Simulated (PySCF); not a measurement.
Single point on AsN

State: ¹Σ⁺ (singlet), closed shell.

An equivalent input (the run itself took its basis sets from the Basis Set Exchange, started from a PBE0 density and held the occupation σ 10α 10β, πx 4α 4β, πy 4α 4β, δx 1α 1β, δy 1α 1β):

```python
from pyscf import gto, dft
mol = gto.M(atom='As 0 0 0; N 0 0 1.606', basis={'As': 'def2-TZVPPD', 'N': 'def2-TZVPPD'},
            charge=0, spin=0, verbose=4, symmetry='C2v')
mf = dft.UKS(mol, xc='BLYP')
mf.grids.atom_grid = (80, 434)
mf.grids.prune = dft.gen_grid.treutler_prune
mf.irrep_nelec = {'A1': (11, 11), 'A2': (1, 1), 'B1': (4, 4), 'B2': (4, 4)}
mf.conv_tol = 1e-9
mf.max_cycle = 60
mf.diis_space = 10
mf.kernel()
```

The log (some set-up lines and the per-cycle HOMO/LUMO lines removed):

```
******** <class 'pyscf.dft.uks_symm.SymAdaptedUKS'> ********
method = SymAdaptedUKS
damping factor = 0
level_shift factor = 0
DIIS = <class 'pyscf.scf.diis.CDIIS'>
diis_start_cycle = 1
diis_space = 10
diis_damp = 0
SCF conv_tol = 1e-09
SCF conv_tol_grad = None
SCF max_cycles = 60
number electrons alpha = 20  beta = 20
Set gradient conv threshold to 3.16228e-05
init E= -2290.64731566548
cycle= 1 E= -2290.65078991386  delta_E= -0.00347  |g|= 0.0794  |ddm|= 0.152
cycle= 2 E= -2290.64169805006  delta_E= 0.00909  |g|= 0.167  |ddm|= 0.103
cycle= 3 E= -2290.63874147315  delta_E= 0.00296  |g|= 0.159  |ddm|= 0.168
cycle= 4 E= -2290.65170642015  delta_E= -0.013  |g|= 0.0122  |ddm|= 0.0854
cycle= 5 E= -2290.65178781507  delta_E= -8.14e-05  |g|= 0.000726  |ddm|= 0.00869
cycle= 6 E= -2290.65178814322  delta_E= -3.28e-07  |g|= 0.000194  |ddm|= 0.00084
cycle= 7 E= -2290.65178816383  delta_E= -2.06e-08  |g|= 3.87e-06  |ddm|= 0.00013
cycle= 8 E= -2290.65178816385  delta_E= -1.64e-11  |g|= 1.69e-06  |ddm|= 4.58e-06
Extra cycle  E= -2290.65178816382  delta_E= 2.27e-11  |g|= 4.77e-06  |ddm|= 4.44e-06
converged SCF energy = -2290.65178816382  <S^2> = -2.8421709e-14  2S+1 = 1
```

Repeating this along the bond gives Re = 1.633 Å and ωe = 1066 cm⁻¹.

A point of this curve took 1.3 CPU seconds beside 0.61 for the integrals, on Arm Neoverse V1 (shared host).
